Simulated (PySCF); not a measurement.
Computed shifts of a molecule H7NO2Si2, PBE0/pcSseg-1 in PySCF, GIAO, gas phase, equivalent atoms averaged, in ppm (number of nuclei): ¹⁵N: 39.1 (1). ²⁹Si: -39.5 (1), -42.9 (1). ¹H: 5.28 (3), 4.79 (1), 1.60 (1), 1.26 (1), 1.11 (1). References: ¹⁵N against NH3 (σ = 267.4 ppm); ²⁹Si against TMS (σ = 352.7 ppm); ¹⁷O against H2O (σ = 334.2 ppm); ¹H against TMS (σ = 31.56 ppm), references at their B3LYP-D3(BJ)/def2-TZVP geometries, non-relativistic. Geometry optimised at PBE0-D3(BJ)/def2-SVP. Other conformers were not sampled.

Q: Which structure fits?
A. N[SiH2]O[SiH2]O
B. N[SiH2][SiH](O)O
C. O[SiH2]N[SiH2]O
D. N[Si@H](O)O[SiH3]

A: D, N[Si@H](O)O[SiH3]
